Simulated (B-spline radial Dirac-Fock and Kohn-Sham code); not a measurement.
# Anomalous scattering factors of Os, 15.8 keV to 59.77 keV

The computed values come from a radial finite-basis atomic code: the dispersion relation over Dirac-Hartree-Slater subshell photoionisation cross sections, with the Kissel-Pratt high-energy constant (isolated atom, no bound-bound lines or fine structure). The forward scattering factor is f₀ + f′ + i f″.

Edges near this range: K 73871.0 eV, L1 12968.0 eV, L2 12385.0 eV.

```csv
hν (eV),λ (Å),f′ (e),f″ (e),tabulated f′,tabulated f″
15800,0.7847,?,?,?,?
17479.3,0.7093,-1.150,7.658,-1.18,7.50
20020,0.6193,-0.623,6.146,-0.65,6.02
20540,0.6036,-0.566,5.894,-0.59,5.78
22162.9,0.5594,-0.453,5.200,-0.48,5.11
23320,0.5317,-0.414,4.780,-0.44,4.70
24209.8,0.5121,-0.401,4.491,-0.43,4.43
26880,0.4613,-0.417,3.769,-0.44,3.73
30000,0.4133,-0.494,3.130,-0.51,3.07
32010,0.3873,-0.558,2.803,-0.58,2.73
39790,0.3116,-0.841,1.929,-0.86,1.87
40000,0.3100,-0.849,1.911,-0.87,1.85
40410,0.3068,-0.864,1.878,-0.88,1.82
59770,0.2074,-1.651,0.946,-1.66,0.93
```

Q: What are f′ and f″ at 15800 eV?

A: f′ = -1.930 and f″ = 8.997 electrons (tables: -1.97 and 8.83). By the optical theorem f″ corresponds to a photoabsorption cross section 2 rₑ λ f″ = 39800 b.

Tabulated f′: xraylib 4.2 anomalous scattering factors (Cullen et al., EPDL97); f″: Chantler's tables (J. Phys. Chem. Ref. Data 1995 and 2000). Both are theoretical tables.
